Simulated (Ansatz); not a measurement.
Isolated molecules relaxed with PBE0-D4/def2-TZVP in Ansatz; ΔE leaves out vibrations. CBS: MP2 limit from def2 TZ/QZ plus the TZ coupled-cluster correction, frozen cores. This one scheme is used for every species. DFT in def2-TZVPP. One conformer a species, not always the lowest.

Consider the ligand exchange at the Si–O bond: `O[SiH2]O[SiH](F)F` + `N[SiH](O)O` → `O[SiH](O)N[SiH](F)F` + `O[SiH2]O`.

```tsv
level	ΔE (kcal/mol)
PBE-D4	10.8
ωB97X-V	12.1
PBE	11.4
PBE0	12.0
HF/def2-TZVPP	15.9
MP2/def2-TZVPP	12.6
MP2/def2-QZVPP	12.8
SCS-MP2/def2-QZVPP	13.5
```

Problem. What does CCSD(T)/CBS give? (Estimate.)

Solution. Ansatz gave: +12.8 kcal/mol. The listed levels differ from it by -2.0, -0.7, -1.4, -0.8, 3.1, -0.2, 0.0, 0.7 kcal/mol.

Largest T1 diagnostic among the species: 0.012.

The D4 term adds −0.9 kcal/mol with B3LYP and −0.5 kcal/mol with PBE0; it sums over pairs of atoms, weighted by their polarisabilities, and B3LYP, whose exchange is more repulsive, gets the larger term. In def2-TZVPP, CCSD(T) changes the Hartree–Fock value by −3.2 kcal/mol (the triples alone add −0.5 kcal/mol) and MP2 by −3.3 kcal/mol.

B3LYP here is the variant with VWN-RPA as its local correlation; programs differ in this.
